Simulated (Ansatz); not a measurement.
A basis-limit estimate, worked out

An elementary step of SiH5OF3, closed shell (SiH₂F₂ ([F][SiH2][F]) + H₂O + HF → SiH₂OF₂ ([OH][SiH]([F])[F]) + HF + H₂; Si–H, H–O, H–F broken or loosened, Si–O, H–H, H–F formed or tightened). “Start” and “end” are the PBE0-D4/def2-TZVP structures reached by relaxing down either side of its saddle point, with the molecules still in contact.

Computed with Ansatz 0.2.0 (basis: def2-TZVPP and def2-QZVPP); correlated methods freeze the cores.

Energies in eV:

| quantity | end | start |
| --- | --- | --- |
| Hartree–Fock, triple zeta (X = 3) | -18106.08497 | -18104.98194 |
| Hartree–Fock, quadruple zeta (X = 4) | -18106.86287 | -18105.73295 |
| MP2 correlation, X = 3 | -31.63540 | -31.68947 |
| MP2 correlation, X = 4 | -34.53942 | -34.59812 |
| CCSD(T) correlation, X = 3 | -33.04622 | -33.15019 |

**Question.** Work out the step energy at the basis limit: extrapolate Hartree–Fock as E(X) = E∞ + A exp(−7.88 √X) and the MP2 correlation as E(X) = E∞ + B X^−2.97 (the exponents that Neese and Valeev fitted for def2-TZVPP and QZVPP), then add CCSD(T) − MP2 in triple zeta.

**Answer.** Each step is linear, so take the differences first (end − start): Hartree–Fock -1.10303 (X = 3) and -1.12992 (X = 4); MP2 correlation 0.05407 and 0.05870; CCSD(T) correlation 0.10397.
Two points give E∞ = E(4) + w [E(4) − E(3)], with w = 1/(exp(7.88 (2 − √3)) − 1) = 0.1377 for Hartree–Fock and w = 1/((4/3)^2.97 − 1) = 0.7407 for the correlation.
Hartree–Fock: -1.12992 + 0.1377 × (-0.02689) = -1.1336 eV.
MP2 correlation: 0.05870 + 0.7407 × 0.00463 = 0.0621 eV.
CCSD(T) − MP2: 0.10397 − 0.05407 = 0.0499 eV.
Sum: -1.1336 + 0.0621 + 0.0499 = -1.0216 eV, or -23.56 kcal/mol. Plain CCSD(T) in triple zeta gives -0.9991 eV, so the larger basis shifts the result by -0.0225 eV.

T1 diagnostic: at most 0.012.

Labels in which every atom is bracketed show which atoms are joined, not bond orders.

For scale, one of the runs: CCSD(T)/def2-TZVPP, 236 basis functions, launched by `ansatz run in.yaml --threads 8 --pin off --events-out ev --progress --plain --max-ram 19148MiB`. Time: 22 s of wall clock on 8 CPU threads of an Intel Xeon 6975P-C; the host was shared. Peak host memory: 5.3 GiB.
